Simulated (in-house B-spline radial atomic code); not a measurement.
**Ionising Nd with different functionals**

Computed with a radial B-spline atomic code at the basis-set limit: scalar-relativistic (spin-free X2C) Hamiltonian, Fermi nucleus of rms radius 4.9123 fm, spin-polarised at highest spin, spherical fractional occupations for the functionals, and exact exchange of hybrids averaged over the configuration. The ionisation energy is the difference of two self-consistent energies, [Xe] 4f4 6s2 → [Xe] 4f4 6s1, without Breit or QED terms; ε is the level of the shell that loses the electron (its least bound occupied spin orbital). There is no spin-orbit coupling in this Hamiltonian.

```csv
method,rung,ΔSCF (eV),-ε(6s) (eV)
PBE0,global hybrid,5.36,3.87
B3LYP,global hybrid,5.54,3.78
TPSSh,global hybrid,5.31,3.56
BHandHLYP,global hybrid,5.33,4.22
r2SCAN0,global hybrid,5.17,3.87
B97-1,global hybrid,5.62,3.73
HSE06,range-separated hybrid,5.37,3.55
wB97X,range-separated hybrid,5.68,5.39
CAM-B3LYP,range-separated hybrid,5.46,4.63
LC-wPBE,range-separated hybrid,5.17,5.34
```

(1) Among the functionals, which spreads more, the ΔSCF values or the orbital energies?

(2) How do they compare with the NIST value?

Results:

(1) The orbital energies: ΔSCF values span about 0.51 eV and the orbital energies 1.84 eV.

(2) NIST lists 5.525 eV (measured, ground level to ground level). Errors run from -0.35 to +0.16 eV; B3LYP is closest (+0.02 eV), but part of that can be cancellation, since the calculations leave out spin-orbit coupling, Breit-QED terms, multiplet and fine-structure energies.
